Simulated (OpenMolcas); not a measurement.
# BGeH3Cl2 (SMILES Cl[B](Cl)[GeH3]): the vertical energy of the triplet above the singlet from total energies

BGeH3Cl2 has 7 atoms, charge 0, and is taken as a singlet. SMILES: `Cl[B](Cl)[GeH3]`. The coordinates come from a PBE0-D4/def2-TZVP relaxation.

Both states at this one shape; open shells run unrestricted unless said. 1 Eh = 27.2114 eV.

| level | program | singlet BGeH3Cl2 (Eh) | triplet BGeH3Cl2 (Eh) |
| --- | --- | --- | --- |
| HF/3-21G | OpenMolcas | -3006.259771 | -3006.105866 |
| SVWN5/cc-pVDZ | OpenMolcas | -3017.679947 | -3017.534499 |
| TPSS/cc-pVDZ | OpenMolcas | -3024.125940 | -3023.982906 |
| CCSD(T)/cc-pVDZ, open shells restricted, 20 core orbitals frozen | OpenMolcas | -3021.379168 | -3021.216787 |

Question: Work out the vertical gap, second state less first, at each level.

Answer: 
1. HF/3-21G: -3006.105866 − (-3006.259771) = 0.153905 Eh = 4.19 eV.
2. SVWN5/cc-pVDZ: -3017.534499 − (-3017.679947) = 0.145448 Eh = 3.96 eV.
3. TPSS/cc-pVDZ: -3023.982906 − (-3024.125940) = 0.143034 Eh = 3.89 eV.
4. CCSD(T)/cc-pVDZ, open shells restricted: -3021.216787 − (-3021.379168) = 0.162381 Eh = 4.42 eV.

No measured value is set beside it here; the levels span 3.89 to 4.42 eV. All-electron rows are non-relativistic unless named.
